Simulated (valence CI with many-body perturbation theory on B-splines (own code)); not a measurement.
## Re LIV: E2, M1 decay

Computed by valence CI with perturbative core correlation (CI+MBPT): four valence electrons over a frozen Dirac-Fock core [Ar], a basis of 9 s, 9 p, 10 d, 8 f, 5 g, 3 h, 1 i functions for each j, with the one-electron correlation potential Σ1 (screened to all orders), the two-electron term Σ2, the three-electron term Σ3, Breit, model QED; selected single and double excitations, second order for the rest (own B-spline code, finite nucleus).

The last digits are not significant, and no measured levels were compared; by estimate large intervals hold to a few tenths of a per cent, small ones and those within an open d or f shell to about a per cent. The list stops below the first excitations out of the core. Only levels of the ground parity were solved; by the run's estimate the other parity begins above the list, which can be wrong where configurations are misplaced.

Lines 1 to 50 of 73 in falling wavelength, among levels below 1976600 cm⁻¹, chosen from the decays that carry over 1 % of a level's rate. Wavelengths and rates use the calculated energies. Electric multipoles are in the length gauge, E1 and E2 with the static RPA response of the core. Weak lines are less certain than strong ones. Lines between different terms over intervals too small for the method are left out, as are lines whose strength nearly cancels. The highest levels of a list are the least certain. Branching is blank where the lifetime is uncertain.

Levels are named by their leading jj configuration (3d3/2^4 stands for four electrons in 3d with j = 3/2), which in mixed levels can hold well under half, so a name can repeat and another be missing. Letters in brackets count levels of one name in rising energy.

| λ vac (Å) | Upper | Lower | Type | A (s⁻¹) | Branch % |
| --- | --- | --- | --- | --- | --- |
| 4380 | (3d3/2^2 3d5/2^2) J=6 | (3d3/2^2 3d5/2^2) J=5 | M1 | 8.28e+01 |  |
| 3641 | (3d3/2^3 3d5/2) J=3 | (3d3/2^3 3d5/2) J=2 | M1 | 2.36e+02 |  |
| 1827 | (3d3/2^3 3d5/2) J=3 | (3d3/2^3 3d5/2) J=4 | M1 | 1.31e+03 |  |
| 804.5 | (3d3/2^3 3d5/2) J=2 | (3d3/2^3 3d5/2) J=1 | M1 | 2.67e+04 | 96.7 |
| 670.8 | (3d3/2^2 3d5/2^2) J=2 [d] | (3d3/2^2 3d5/2^2) J=2 [c] | M1 | 2.67e+04 | 8.5 |
| 651.5 | (3d3/2^2 3d5/2^2) J=2 [b] | (3d3/2^2 3d5/2^2) J=2 [a] | M1 | 1.74e+04 | 1.4 |
| 395.1 | (3d3/2^2 3d5/2^2) J=2 [d] | (3d3/2^2 3d5/2^2) J=2 [b] | M1 | 1.63e+04 | 5.2 |
| 366.3 | (3d3/2^2 3d5/2^2) J=2 [d] | (3d3/2^2 3d5/2^2) J=3 [b] | M1 | 4.46e+03 | 1.4 |
| 354.3 | (3d3/2^2 3d5/2^2) J=4 [c] | (3d3/2^2 3d5/2^2) J=4 [a] | M1 | 4.10e+04 | 2.9 |
| 336.6 | (3d3/2^2 3d5/2^2) J=2 [d] | (3d3/2^2 3d5/2^2) J=1 | M1 | 6.74e+03 | 2.1 |
| 280.0 | (3d3/2 3d5/2^3) J=3 [a] | (3d3/2^2 3d5/2^2) J=4 [c] | M1 | 1.01e+05 | 1.0 |
| 270.3 | (3d3/2 3d5/2^3) J=2 | (3d3/2^2 3d5/2^2) J=2 [d] | M1 | 7.97e+04 | 1.0 |
| 270.0 | (3d3/2^2 3d5/2^2) J=2 [d] | (3d3/2^2 3d5/2^2) J=3 [a] | M1 | 2.74e+04 | 8.7 |
| 259.1 | (3d3/2 3d5/2^3) J=3 [b] | (3d3/2^2 3d5/2^2) J=2 [d] | M1 | 1.22e+05 | 2.2 |
| 245.9 | (3d3/2^2 3d5/2^2) J=2 [d] | (3d3/2^2 3d5/2^2) J=2 [a] | M1 | 3.44e+03 | 1.1 |
| 232.6 | (3d3/2^2 3d5/2^2) J=0 [b] | (3d3/2^2 3d5/2^2) J=1 | M1 | 5.18e+05 | 30.7 |
| 209.5 | (3d3/2^2 3d5/2^2) J=2 [a] | (3d3/2^3 3d5/2) J=3 | M1 | 9.01e+04 | 1.3 |
| 201.4 | (3d3/2^2 3d5/2^2) J=4 [a] | (3d3/2^3 3d5/2) J=3 | M1 | 4.41e+05 | 10.5 |
| 198.1 | (3d3/2^2 3d5/2^2) J=2 [a] | (3d3/2^3 3d5/2) J=2 | M1 | 1.22e+06 | 17.1 |
| 198.0 | (3d3/2 3d5/2^3) J=3 [a] | (3d3/2^2 3d5/2^2) J=2 [b] | M1 | 1.30e+05 | 1.3 |
| 194.7 | (3d3/2^2 3d5/2^2) J=3 [a] | (3d3/2^3 3d5/2) J=3 | M1 | 2.39e+06 | 58.3 |
| 192.7 | (3d3/2 3d5/2^3) J=2 | (3d3/2^2 3d5/2^2) J=2 [c] | M1 | 3.34e+05 | 4.3 |
| 191.7 | (3d3/2 3d5/2^3) J=3 [a] | (3d3/2^2 3d5/2^2) J=4 [b] | M1 | 3.84e+05 | 3.9 |
| 186.9 | (3d3/2 3d5/2^3) J=3 [b] | (3d3/2^2 3d5/2^2) J=2 [c] | M1 | 1.04e+05 | 1.8 |
| 184.8 | (3d3/2^2 3d5/2^2) J=3 [a] | (3d3/2^3 3d5/2) J=2 | M1 | 1.70e+06 | 41.4 |
| 182.6 | (3d3/2 3d5/2^3) J=1 | (3d3/2^2 3d5/2^2) J=2 [b] | M1 | 4.32e+05 | 3.6 |
| 181.4 | (3d3/2^2 3d5/2^2) J=4 [a] | (3d3/2^3 3d5/2) J=4 | M1 | 3.76e+06 | 89.5 |
| 180.3 | (3d3/2^3 3d5/2) J=1 | (3d3/2^4) J=0 | M1 | 4.12e+06 | 100.0 |
| 175.4 | (3d3/2 3d5/2^3) J=5 | (3d3/2^2 3d5/2^2) J=4 [b] | M1 | 1.73e+06 | 35.8 |
| 171.9 | (3d3/2 3d5/2^3) J=4 | (3d3/2^2 3d5/2^2) J=5 | M1 | 4.25e+05 | 4.8 |
| 169.0 | (3d3/2 3d5/2^3) J=1 | (3d3/2^2 3d5/2^2) J=1 | M1 | 2.27e+06 | 18.7 |
| 167.4 | (3d3/2^2 3d5/2^2) J=5 | (3d3/2^3 3d5/2) J=4 | M1 | 2.03e+06 | 100.0 |
| 163.7 | (3d3/2 3d5/2^3) J=4 | (3d3/2^2 3d5/2^2) J=3 [a] | M1 | 1.99e+06 | 22.7 |
| 163.7 | (3d3/2^2 3d5/2^2) J=3 [b] | (3d3/2^3 3d5/2) J=3 | M1 | 5.59e+05 | 20.1 |
| 162.8 | (3d3/2^2 3d5/2^2) J=1 | (3d3/2^3 3d5/2) J=2 | M1 | 4.01e+06 | 99.0 |
| 162.8 | (3d3/2^2 3d5/2^2) J=4 [b] | (3d3/2^3 3d5/2) J=3 | M1 | 7.66e+05 | 97.2 |
| 161.6 | (3d3/2 3d5/2^3) J=5 | (3d3/2^2 3d5/2^2) J=6 | M1 | 9.73e+05 | 20.1 |
| 161.3 | (3d3/2^2 3d5/2^2) J=6 | (3d3/2^3 3d5/2) J=4 | E2 | 1.51e+02 |  |
| 160.7 | (3d3/2 3d5/2^3) J=3 [a] | (3d3/2^2 3d5/2^2) J=3 [a] | M1 | 3.46e+06 | 35.4 |
| 160.5 | (3d3/2 3d5/2^3) J=6 | (3d3/2^2 3d5/2^2) J=6 | M1 | 1.88e+06 | 46.7 |
| 160.5 | (3d3/2 3d5/2^3) J=2 | (3d3/2^2 3d5/2^2) J=2 [b] | M1 | 1.97e+06 | 25.4 |
| 159.9 | (3d3/2^2 3d5/2^2) J=0 [a] | (3d3/2^3 3d5/2) J=1 | M1 | 9.95e+06 | 100.0 |
| 159.3 | (3d3/2 3d5/2^3) J=4 | (3d3/2^2 3d5/2^2) J=4 [a] | M1 | 6.22e+06 | 70.9 |
| 159.0 | (3d3/2^2 3d5/2^2) J=2 [a] | (3d3/2^3 3d5/2) J=1 | M1 | 5.81e+06 | 81.6 |
| 158.5 | (3d3/2^2 3d5/2^2) J=2 [b] | (3d3/2^3 3d5/2) J=3 | M1 | 2.23e+04 | 1.8 |
| 156.7 | (3d3/2^2 3d5/2^2) J=3 [b] | (3d3/2^3 3d5/2) J=2 | M1 | 8.01e+04 | 2.9 |
| 156.5 | (3d3/2 3d5/2^3) J=3 [b] | (3d3/2^2 3d5/2^2) J=2 [b] | M1 | 9.90e+05 | 17.5 |
| 155.8 | (3d3/2 3d5/2^3) J=5 | (3d3/2^2 3d5/2^2) J=5 | M1 | 1.31e+06 | 27.1 |
| 155.5 | (3d3/2 3d5/2^3) J=2 | (3d3/2^2 3d5/2^2) J=3 [b] | M1 | 2.28e+06 | 29.5 |
| 154.8 | (3d3/2 3d5/2^3) J=6 | (3d3/2^2 3d5/2^2) J=5 | M1 | 2.14e+06 | 53.3 |
